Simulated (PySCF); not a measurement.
CH3FOSi

CH3FOSi is a silylene (divalent Si1, bonded to 1 F + 1 O), neutral, singlet. The structure, one conformer, was relaxed in the gas phase by PBE0-D3(BJ)/def2-SVP. No frequency run checks that it is a minimum.

SMILES: CO[Si]F

Coordinates in Å:
```
Si1     1.593   -0.919   -0.789
F2      2.066    0.595   -0.342
O3      0.005   -0.894   -0.338
C4     -0.787    0.103    0.264
H5     -1.269   -0.309    1.164
H6     -1.578    0.417   -0.434
H7     -0.189    0.983    0.544
```

Shieldings: GIAO PBE0/pcSseg-2. Shifts are against computed references at the same level: C TMS (σ 184.1 ppm), H TMS (σ 31.24 ppm), Si TMS (σ 341.3 ppm). Core levels by delta-SCF with SCAN, pcX-2 on the ionised atom and pcseg-1 elsewhere, spin-free X2C (2p3/2 is the spin-free 2p value less a third of a first-order spin-orbit splitting); from the vacuum level, for chosen atoms.

(1) Give the shieldings and core levels atom by atom.

(2) By CAM-B3LYP/def2-SVPD (TDDFT singlets, Tamm-Dancoff triplets, ionisation by delta-SCF), where does absorption start, and what does vertical ionisation take?

Answers

(1) 
| atoms | bonded to | σ (ppm) | δ (ppm) | core level (eV) |
| --- | --- | --- | --- | --- |
| Si1 | 1 F + 1 O | 317.5 | 23.8 | 2p3/2 108.54 |
| F2 | 1 Si | 169.3 | - | 1s 692.06 |
| O3 | 1 C + 1 Si | 159.2 | - | 1s 538.61 |
| C4 | 1 O + 3 H | 132.8 | 51.3 | 1s 292.63 |
| H5 H6 H7 | 1 C | 27.41 | 3.83 | - |

Values are those of this one static structure, with the three H of a rotating XH3 group averaged; atoms that internal rotation interchanges would show their mean in an NMR spectrum.

(2) The lowest singlet lies at 5.55 eV (f 0.139), the strongest of the first 6 at 8.41 eV (f 0.323), the lowest triplet at 3.30 eV; vertical ionisation takes 10.41 eV.
